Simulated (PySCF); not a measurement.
Unknown compound

The spectra below were simulated for a compound C$_{4}$H$_{13}$FN$_{2}$Si$_{2}$.

$^{1}$H NMR (400 MHz, computed): δ 5.50 (m, 1H), 4.94 (m, 1H), 4.22 (d, 3H), 2.69 (s, 6H), 0.36 (br s, 2H).

$^{13}$C{$^{1}$H} NMR (computed): δ 196.7 (C), 113.3 (CH), 39.5 (CH3, 2C).

Non-relativistic, single conformer, isolated molecule, rapidly exchanging positions averaged. Geometry from GFN2-xTB; NMR shieldings at PBE0/pcSseg-1/GIAO; PySCF 2.14.

Chemical shifts δ = σref − σ; TMS for $^{1}$H (31.72 ppm) and $^{13}$C (186.93 ppm), all at this level.

What is the structure?

## Answers


Rings plus π bonds: 1 (no ring in the answer). 3 carbon signals for 4 carbons: some carbons are equivalent by symmetry or fast rotation. Carbon types of the structure: 1 × C, 1 × CH, 2 × CH3, leaving 6 H on heteroatoms. δC 196.7: fully substituted alkene carbon. δC 113.3: alkene CH; the olefinic region. δC 39.5: methyl carbon bonded to N; pulled downfield by the heteroatom. δH 5.50: hydrogen on an alkene CH; olefinic region. δH 4.94: hydrogen on a silicon bonded to C, 2 N. δH 2.69: hydrogen on a methyl carbon bonded to N; its carbon carries N, hence the downfield position. δH 0.36: hydrogen on a nitrogen bonded to Si; labile proton, position sensitive to the medium.

These data were computed for SMILES CN(C)[Si@H](N)/C(F)=C/[SiH3].

The shifts were computed for this structure.

Exchangeable OH/NH protons stand at their gas-phase positions; hydrogen bonding in a real sample shifts them, mostly to higher δ. Splittings by $^{19}$F in the carbon and heteronuclear signals aren't shown, as no couplings were computed. Shifts are as computed. Against solution values, carbons near 30 ppm lie about +3 ppm off and those near 130 ppm about +5 ppm. Of 1211 compounds with measured shifts, 218 miss one by over three times the rms of a fit or turn the order of signals round; such compounds aren't used in these exercises. Multiplicities follow the n + 1 count of equivalent neighbours, as no J values were calculated; m marks all less simple cases, F and P coupling included.
